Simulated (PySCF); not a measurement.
SMILES F[Si](O)(O)[SiH3] (H5FO2Si2) (PBE0/def2-SVP optimised geometry):

```
10

O     -2.916    -1.464    -1.875
Si    -1.274    -1.485    -1.891
O     -0.791    -3.061    -2.026
F     -0.696    -0.708    -3.201
Si    -0.507    -0.362     0.000
H     -3.367    -2.088    -2.455
H      0.084    -3.230    -2.389
H      0.989    -0.362     0.000
H     -0.989     1.052     0.000
H     -0.987    -1.052     1.235
```

Computed with PBE0/def2-TZVP run with PySCF 2.14.0.

What are the frontier orbital energies and the dipole moment?

HOMO-2 -9.85 eV, HOMO-1 -9.80 eV, HOMO -8.54 eV, LUMO 0.05 eV, LUMO+1 0.23 eV; dipole moment 1.38 D.

On the same geometry PBE/def2-TZVP (PySCF) gives HOMO-2 -8.29 eV, HOMO-1 -8.04 eV, HOMO -7.23 eV, LUMO -0.80 eV, LUMO+1 -0.65 eV; dipole moment 1.38 D.

Meta-Löwdin charges at PBE0/def2-TZVP: O1 -0.75, Si2 1.34, O3 -0.76, F4 -0.52, Si5 0.15, H6 0.36, H7 0.36, H8 -0.07, H9 -0.06, H10 -0.06.
